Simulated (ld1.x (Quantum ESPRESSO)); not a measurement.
## Rb, TM: configuration errors across variants

| Item | Value |
| --- | --- |
| Element | rubidium |
| Generator | ld1.x (Quantum ESPRESSO) 7.5 |
| Type | norm-conserving Troullier–Martins (Kleinman–Bylander form) |
| Functional | PBE |
| Relativity | scalar-relativistic |
| Frozen core | [Kr] |
| Valence charge | 1 |
| Reference configuration | 4d0 5s0 5p1 |
| Partial waves | 5s (bound, empty): rc 3.10 bohr; 5p (bound): rc 3.45 bohr; 4d (bound, empty): rc 4.20 bohr |
| Local potential | all-electron potential smoothed inside 3.75 bohr (lloc = -2) |
| Core correction | a·sin(br)/r model core inside 1.70 bohr |

All-electron excitation energies from the reference (eV): (1) 4d0 5s1 5p0 -1.520; (2) 4d0 5s0.5 5p0 0.058; (3) 4d1 5s0 5p0 0.720; (4) 4d0.5 5s0.5 5p0 -0.403.

A true bound ghost makes a file unfit for plane-wave use even where its test errors are small: the radial tests pick states by their node count and pass the ghost by.

Errors AE − PS in meV (a dash: test not solved or not reliable):

```csv
change,(1),(2),(3),(4),bound ghosts
base,-5.7,-1.8,-3.4,-4.0,none
wave 5s (bound): rc 3.10 bohr becomes 5s (bound): rc 1.94 bohr,+75,+36,-3.4,+21,s
wave 5s (bound): rc 3.10 bohr becomes 5s (bound): rc 2.44 bohr,-8.8,-3.3,-3.4,-5.3,s
wave 5s (bound): rc 3.10 bohr becomes 5s (bound): rc 2.76 bohr,-6.3,-2.1,-3.4,-4.4,none
wave 5s (bound): rc 3.10 bohr becomes 5s (bound): rc 3.20 bohr,-5.6,-1.8,-3.4,-3.9,none
wave 5s (bound): rc 3.10 bohr becomes 5s (bound): rc 3.86 bohr,-5.2,-1.6,-3.4,-3.6,none
wave 5s (bound): rc 3.10 bohr becomes 5s (bound): rc 4.28 bohr,-6.7,-2.1,-3.4,-4.4,none
wave 5s (bound): rc 3.10 bohr becomes 5s (bound): rc 4.60 bohr,-3.8,-1.1,-3.4,-2.9,none
```

(1) Give the same row for: wave 5s (bound): rc 3.10 bohr becomes 5s (bound): rc 3.56 bohr.

## Answers

(1) -5.3, -1.6, -3.4, -3.6; bound ghosts: none.
